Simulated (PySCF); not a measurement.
C₃H₈MgO.

```xyz
13

Mg     1.0715    -0.1056     0.0000
C     -1.0299    -0.3894     0.0000
C     -1.7080     0.1644     1.2604
C     -1.7080     0.1644    -1.2604
H     -1.1823    -1.4888     0.0000
H     -2.8005    -0.0305     1.2558
H     -1.5927     1.2602     1.3477
H     -1.3104    -0.2764     2.1909
H     -1.3104    -0.2764    -2.1909
H     -2.8005    -0.0305    -1.2558
H     -1.5927     1.2602    -1.3477
O      2.8293     0.1191     0.0000
H      3.7719     0.2609     0.0000
```

Geometry optimised at r2SCAN-D4/def2-SVP. Other conformers were not sampled.

Calculation: PBE/pcSseg-1 in PySCF. Non-relativistic, no solvent.

Q: Give the absolute GIAO shielding of each atom: isotropic value and principal components (ppm). (An estimate is asked for; the answer gives what the named calculation found.)

A: 
| atom | σ(iso) | σ11 | σ22 | σ33 | span |
|---|---|---|---|---|---|
| Mg1 | 521.4 | 425.0 | 429.4 | 709.9 | 284.9 |
| C2 | 163.2 | 153.5 | 167.0 | 169.0 | 15.5 |
| C3 | 151.8 | 131.8 | 144.7 | 179.1 | 47.3 |
| C4 | 151.8 | 131.8 | 144.7 | 179.1 | 47.3 |
| H5 | 30.3 | 26.9 | 29.2 | 34.8 | 7.9 |
| H6 | 29.7 | 26.0 | 27.1 | 36.0 | 10.0 |
| H7 | 29.8 | 26.0 | 28.5 | 34.9 | 8.9 |
| H8 | 29.5 | 25.1 | 27.9 | 35.4 | 10.2 |
| H9 | 29.5 | 25.1 | 27.9 | 35.4 | 10.2 |
| H10 | 29.7 | 26.0 | 27.1 | 36.0 | 10.0 |
| H11 | 29.8 | 26.0 | 28.5 | 34.9 | 8.9 |
| O12 | 376.0 | 353.8 | 356.4 | 417.9 | 64.1 |
| H13 | 31.8 | 23.6 | 23.6 | 48.2 | 24.5 |
